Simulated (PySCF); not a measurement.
Excitation energy of Ge⁺ by level of theory

Ge⁺ [Ar] 3d10 4s2 4p1 (2P) → Ge⁺ [Ar] 3d10 4s2 5s1 (2S), as a difference of total energies. Calculation: PySCF 2.14, in x2c-TZVPPall with one added diffuse shell each of s, p, d type (7s6p5d1f, 57 functions); the spin-free X2C one-electron Hamiltonian (Gaussian nucleus). Correlated levels: valence: [Ar] 3d10 frozen; valence and next inner shell: [Ne] frozen. The calculations carry no spin-orbit coupling.

```tsv
method	excitation energy (eV)
UHF	7.385
LDA	7.438
PBE	7.362
PBE0	7.465
r2SCAN	7.710
r2SCAN0	7.710
BLYP	7.355
PBEsol	7.394
B3LYP	7.460
MP2 (valence)	7.411
SCS-MP2 (valence)	7.430
MP2 (valence and next inner shell)	7.503
SCS-MP2 (valence and next inner shell)	7.486
```

Task: How much does correlation contribute at MP2 (valence and next inner shell)?

Result: 7.503 − (7.385) = 0.118 eV, measured against UHF.

Errors of the correlated levels include the incompleteness of this basis and the frozen core.

For comparison: 7.591 eV (measured; NIST levels, between the centres of gravity of the two terms).
